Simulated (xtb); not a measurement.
CH3Cl3Sn, charge +1, doublet, geometry from GFN2-xTB (such geometries of metal compounds can be far from the true shape) (a state made from the parent by changing its charge; the spin is typed, not shown lowest); GFN2-xTB run with xtb.

Here is a job for xtb.
```
$ xtb mol.xyz --gfn 2 --chrg 1 --uhf 1 --etemp 3000 --json

# file mol.xyz
8

C     -2.42894918    -0.34951557     0.10512035
Sn    -0.11256443    -0.01619755     0.00487158
Cl     0.69693254    -1.41027332    -1.66927410
Cl     0.22416278     2.22841157    -0.49496942
Cl     0.74012552    -0.57909556     2.09234901
H     -2.52298231    -1.39404234     0.38209361
H     -2.75334588     0.35236142     0.86586213
H     -2.76250924    -0.11507398    -0.90004999
```

What the program printed (banner, timings and long lists left out):

```
   ID    Z sym.   atoms
    1    6 C      1
    2   50 Sn     2
    3   17 Cl     3-5
    4    1 H      6-8

           -------------------------------------------------
          |                Calculation Setup                |
           -------------------------------------------------

           -------------------------------------------------
          |                 G F N 2 - x T B                 |
           -------------------------------------------------

          ...................................................
          :                      SETUP                      :
          :.................................................:
          :  # basis functions                  47          :
          :  # atomic orbitals                  43          :
          :  # shells                           17          :
          :  # electrons                        31          :
          :  max. iterations                   250          :
          :  Hamiltonian                  GFN2-xTB          :
          :  restarted?                      false          :
          :  GBSA solvation                  false          :
          :  PC potential                    false          :
          :  electronic temp.         3000.0000000     K    :
          :  accuracy                    1.0000000          :
          :  -> integral cutoff          0.2500000E+02      :
          :  -> integral neglect         0.1000000E-07      :
          :  -> SCF convergence          0.1000000E-05 Eh   :
          :  -> wf. convergence          0.1000000E-03 e    :
          :  Broyden damping             0.4000000          :
          :  net charge                          1          :
          :  unpaired electrons                  1          :
          ...................................................

 iter      E             dE          RMSdq      gap      omega  full diag
   1    -14.8933873 -0.148934E+02  0.134E+01    2.58       0.0  T
   2    -13.4683115  0.142508E+01  0.176E+01    8.90       1.0  T
   3    -18.4991419 -0.503083E+01  0.791E+00    2.99       1.0  T
   4    -18.8815407 -0.382399E+00  0.522E+00    2.72       1.0  T
   5    -18.9951913 -0.113651E+00  0.431E+00    2.68       1.0  T
   6    -19.0111964 -0.160051E-01  0.317E+00    2.56       1.0  T
   7    -19.0524524 -0.412560E-01  0.196E+00    2.57       1.0  T
   8    -19.0754523 -0.229999E-01  0.501E-01    2.59       1.0  T
   9    -19.0760735 -0.621225E-03  0.296E-01    2.60       1.0  T
  10    -19.0769220 -0.848493E-03  0.897E-02    2.60       1.0  T
  11    -19.0769011  0.209177E-04  0.896E-02    2.60       1.0  T
  12    -19.0769336 -0.324865E-04  0.161E-02    2.60       2.2  T
  13    -19.0769342 -0.626362E-06  0.709E-03    2.60       5.0  T
  14    -19.0769342 -0.455440E-09  0.419E-03    2.60       8.4  T
  15    -19.0769343 -0.954090E-07  0.130E-03    2.60      27.1  T
  16    -19.0769343 -0.134581E-07  0.636E-04    2.60      55.6  T
  17    -19.0769343  0.246635E-08  0.867E-04    2.60      40.8  T

   *** convergence criteria satisfied after 17 iterations ***

         :::::::::::::::::::::::::::::::::::::::::::::::::::::
         ::                     SUMMARY                     ::
         :::::::::::::::::::::::::::::::::::::::::::::::::::::
         :: total energy             -19.018967767971 Eh    ::
         :: gradient norm              0.025253205144 Eh/a0 ::
         :: HOMO-LUMO gap              2.601266963835 eV    ::
         ::.................................................::
         :: SCC energy               -19.076914752656 Eh    ::
         :: -> isotropic ES            0.070547393272 Eh    ::
         :: -> anisotropic ES         -0.009169269688 Eh    ::
         :: -> anisotropic XC          0.001206381572 Eh    ::
         :: -> dispersion             -0.006818206804 Eh    ::
         :: repulsion energy           0.057946984685 Eh    ::
         :: add. restraining           0.000000000000 Eh    ::
         :: total charge               1.000000000049 e     ::
         :::::::::::::::::::::::::::::::::::::::::::::::::::::

           -------------------------------------------------
          |                Property Printout                |
           -------------------------------------------------

    * Orbital Energies and Occupations

         #    Occupation            Energy/Eh            Energy/eV
      -------------------------------------------------------------
         1        2.0000           -1.2348046             -33.6007
       ...           ...                  ...                  ...
         4        2.0000           -1.0111153             -27.5138
         5        2.0000           -0.7877540             -21.4359
         6        1.9997           -0.6859684             -18.6662
         7        1.9997           -0.6859684             -18.6662
         8        1.9952           -0.6597046             -17.9515
         9        1.9952           -0.6597046             -17.9515
        10        1.9834           -0.6477869             -17.6272
        11        1.9390           -0.6349958             -17.2791
        12        1.9390           -0.6349958             -17.2791
        13        1.8738           -0.6274158             -17.0729
        14        1.8738           -0.6274158             -17.0729
        15        1.8445           -0.6251127             -17.0102
        16        1.5482           -0.6109828             -16.6257 (HOMO)
        17        0.0087           -0.5153880             -14.0244 (LUMO)
        18                         -0.2991736              -8.1409
        19                         -0.2804193              -7.6306
        20                         -0.2804193              -7.6306
        21                         -0.2092313              -5.6935
        22                         -0.2092313              -5.6935
        23                         -0.1783020              -4.8518
        24                         -0.1783019              -4.8518
        25                         -0.1777037              -4.8356
        26                         -0.1765855              -4.8051
        27                         -0.1765853              -4.8051
       ...                                ...                  ...
        43                          0.4529395              12.3251
      -------------------------------------------------------------
                  HL-Gap            0.0955948 Eh            2.6013 eV
             Fermi-level           -0.5846984 Eh          -15.9105 eV

     #   Z          covCN         q      C6AA      α(0)
     1   6 C        3.591    -0.122    23.557     7.033
     2  50 Sn       3.239     0.432   341.535    35.180
     3  17 Cl       0.808     0.084    96.603    15.036
     4  17 Cl       0.808     0.084    96.603    15.036
     5  17 Cl       0.808     0.084    96.603    15.036
     6   1 H        0.925     0.146     1.420     1.863
     7   1 H        0.925     0.146     1.420     1.863
     8   1 H        0.925     0.146     1.420     1.863

 Mol. C6AA /au·bohr⁶  :       3153.035892
 Mol. C8AA /au·bohr⁸  :     188311.719861
 Mol. α(0) /au        :         92.909727

Wiberg/Mayer (AO) data.
largest (>0.10) Wiberg bond orders for each atom

 ---------------------------------------------------------------------------
     #   Z sym  total        # sym  WBO       # sym  WBO       # sym  WBO
 ---------------------------------------------------------------------------
     1   6 C    3.696 --     7 H    0.945     6 H    0.945     8 H    0.945
                             2 Sn   0.436     4 Cl   0.142     3 Cl   0.142
                             5 Cl   0.142
     2  50 Sn   3.056 --     5 Cl   0.846     4 Cl   0.846     3 Cl   0.846
                             1 C    0.436
     3  17 Cl   1.244 --     2 Sn   0.846     1 C    0.142     4 Cl   0.126
                             5 Cl   0.126
     4  17 Cl   1.244 --     2 Sn   0.846     1 C    0.142     3 Cl   0.126
                             5 Cl   0.126
     5  17 Cl   1.244 --     2 Sn   0.846     1 C    0.142     4 Cl   0.126
                             3 Cl   0.126
     6   1 H    0.975 --     1 C    0.945
     7   1 H    0.975 --     1 C    0.945
     8   1 H    0.975 --     1 C    0.945
 ---------------------------------------------------------------------------

Topologies differ in total number of bonds
Writing topology from bond orders to xtbtopo.mol

molecular dipole:
                 x           y           z       tot (Debye)
 q only:       -1.483      -0.213       0.064
   full:       -1.092      -0.157       0.047       2.806
molecular quadrupole (traceless):
                xx          xy          yy          xz          yz          zz
 q only:        5.846       1.276      -2.840      -0.384      -0.055      -3.007
  q+dip:        3.441       0.751      -1.671      -0.226      -0.033      -1.770
   full:        4.631       1.011      -2.249      -0.304      -0.044      -2.382

           -------------------------------------------------
          | TOTAL ENERGY              -19.018967767971 Eh   |
          | GRADIENT NORM               0.025253205144 Eh/α |
          | HOMO-LUMO GAP               2.601266963835 eV   |
           -------------------------------------------------

normal termination of xtb
```
